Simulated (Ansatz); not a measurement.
`[BH2][GeH2][CH3]` + H₂ → `[CH3][GeH3]` + BH₃  (hydrogenolysis of a Ge–B bond)

Calculated with Ansatz (gas phase, PBE0-D4/def2-TZVP geometries, no zero-point term in ΔE). CCSD(T)/CBS is the MP2 limit (def2-TZVPP, def2-QZVPP) plus CCSD(T) − MP2 in def2-TZVPP, frozen cores. This one scheme is used for every species. DFT in def2-TZVPP. For Ge outer-core shells are correlated without core-valence functions, which leaves a few kJ/mol of doubt a bond. Scalar relativity is left out up to krypton.

```
           species  r2SCAN0 energy (Eh)
`[BH2][GeH2][CH3]`          -2144.07294
                H₂             -1.17054
     `[CH3][GeH3]`          -2118.66758
               BH₃            -26.58748
```

Question: Work out ΔE.

Answer: ΔE = (-2118.66758) + (-26.58748) − (-2144.07294) − (-1.17054) = -0.01158 Eh = -30.4 kJ/mol. CCSD(T)/CBS gives -26.9 kJ/mol.

Largest T1 diagnostic among the species: 0.011.

From r2SCAN to r2SCAN0 (25 % exact exchange), in def2-TZVPP and without D4, ΔE moves by −4.7 kJ/mol. In def2-TZVPP, CCSD(T) changes the Hartree–Fock value by +27.8 kJ/mol (the triples alone add +4.1 kJ/mol) and MP2 by +28.2 kJ/mol.
